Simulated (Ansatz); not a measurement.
`F[SiH](F)F` and `F[Si](F)(F)[SiH3]` differ in one atom or group.

Ansatz, PBE0-D4/def2-TZVP geometries, multiplicity 1. 

```csv
property,`F[SiH](F)F`
size of the dipole moment (ωB97M-V/def2-TZVPP) / D,1.28
zero-point energy (PBE0-D4/def2-TZVP) / kJ/mol,47.3
HOMO–LUMO gap (ωB97M-V/def2-TZVPP) / eV,16.26
LUMO energy (ωB97M-V/def2-TZVPP) / eV,2.71
HOMO energy (B3LYP/def2-TZVPP) / eV,-11.01
"ideal-gas entropy at 298 K and 1 bar (rigid rotor, harmonic PBE0-D4/def2-TZVP) / J/(mol·K)",278
```

Question: Give the same properties after the change, and the shifts. (Estimate.)

Answer: The calculation gave: 
```
                                                                                  property  `F[Si](F)(F)[SiH3]`  shift
                                        size of the dipole moment (ωB97M-V/def2-TZVPP) / D                 2.06   0.78
                                            zero-point energy (PBE0-D4/def2-TZVP) / kJ/mol                 90.2   42.9
                                                   HOMO–LUMO gap (ωB97M-V/def2-TZVPP) / eV                13.00  -3.26
                                                     LUMO energy (ωB97M-V/def2-TZVPP) / eV                 1.53  -1.18
                                                       HOMO energy (B3LYP/def2-TZVPP) / eV                -9.18   1.83
ideal-gas entropy at 298 K and 1 bar (rigid rotor, harmonic PBE0-D4/def2-TZVP) / J/(mol·K)                  341     63
```

With PBE0 the HOMO rises by 1.84 eV and the LUMO falls by 1.33 eV, so the gap narrows by about 3.17 eV. PBE moves the HOMO by 1.49 eV and ωB97M-V by 2.09 eV. The zero-point energy changes by 42.9 kJ/mol with +9 modes. Dipoles are sizes alone; their direction can turn.

B3LYP here is the variant with VWN-RPA as its local correlation; programs differ in this.
